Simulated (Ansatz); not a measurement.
The cluster GeF₂⁻, relaxed as a doublet with UKS PBE-D4/def2-TZVPD in Ansatz, starting from the GFN2-xTB geometry. Force threshold 0.02 eV/Å.

The highest occupied level of the charge -1 doublet lies above zero (up to 2.13 eV). By energy differences its removal costs 0.89 eV (vertical, to the charge 0 singlet, at PBE-D4/def2-TZVPD); a positive level beside a positive removal energy at the same level points to self-interaction error. The relaxation made no stability test and no search for a lower SCF solution. The structure comes from a short search, and lower isomers may exist.

Start:

```xyz
3

Ge    0.255   -0.704   -0.061
F     0.942    0.856   -1.298
F    -1.197   -0.152    1.359
```

**Question.** Estimate the energy that the relaxation releases and the steps that it takes.

**Answer.** 56.5 kJ/mol, in 5 steps; 4.3 s on 4 threads of Arm Neoverse V1 on a shared host. No frequencies were taken in this run, so the end may be a saddle point.

**Question.** Does the start keep its bonding and symmetry?

**Answer.** By distances, no bond broke or formed. The bond that changes most is Ge1–F2, from 2.11 to 1.87 Å (atoms count from 1). Point group C2v at the start, C2v at the end, both within 0.05 Å.

**Question.** Predict the relaxed structure.

**Answer.** 
```xyz
3

Ge    0.285   -0.786   -0.069
F     0.691    0.786   -1.001
F    -0.976    0.000    1.070
```
Bond lengths: 2 × F–Ge 1.87 Å.
